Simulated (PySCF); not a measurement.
InCl, optimised at GFN2-xTB:

```xyz
2

In     0.0033    -0.8799     0.8067
Cl    -0.0033     0.8799    -0.8067
```

Energies from PySCF (xtb for GFN2), thermal terms from the rigid-rotor harmonic-oscillator model, ideal gas at 1 bar. All species are closed-shell singlets. In: scalar-relativistic def2 core potential, no spin-orbit coupling.

List the harmonic frequencies (cm⁻¹, unscaled) at this level and at the other levels, each on its own geometry.


- GFN2-xTB: 273
- PBE/def2-SVP: 316
- PBE0/def2-TZVP: 312
